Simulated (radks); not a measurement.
The numbers below are computed, except where a source is named.
Task: All-electron atom: Os40+ in [Kr]. Code: a radial shooting solver on a logarithmic mesh with Libxc functionals. Model: scalar-relativistic Kohn-Sham, PBEsol, spin-polarised, spherical densities, finite nucleus; Fermi nuclear charge, rms radius 5.4126 fm. Some entries of the table are withheld. Estimate them.

| orbital | occ. | eigenvalue (eV) | <r^2> (bohr^2) |
|---|---|---|---|
| 1s | 2 | (1) | 0.0004338 |
| 2s | 2 | -14688.59 | (2) |
| 2p | 6 | (3) | 0.005523 |
| 3s | 2 | -4759.374 | (4) |
| 3p | 6 | (5) | 0.04249 |
| 3d | 10 | -3739.811 | (6) |
| 4s | 2 | -2185.062 | 0.1694 |
| 4p | 6 | -2003.745 | 0.1807 |

Result: 
(1) 1s eigenvalue (eV): -75648.66
(2) 2s <r^2> (bohr^2): 0.006636
(3) 2p eigenvalue (eV): -13032.94
(4) 3s <r^2> (bohr^2): 0.04196
(5) 3p eigenvalue (eV): -4271.361
(6) 3d <r^2> (bohr^2): 0.03480
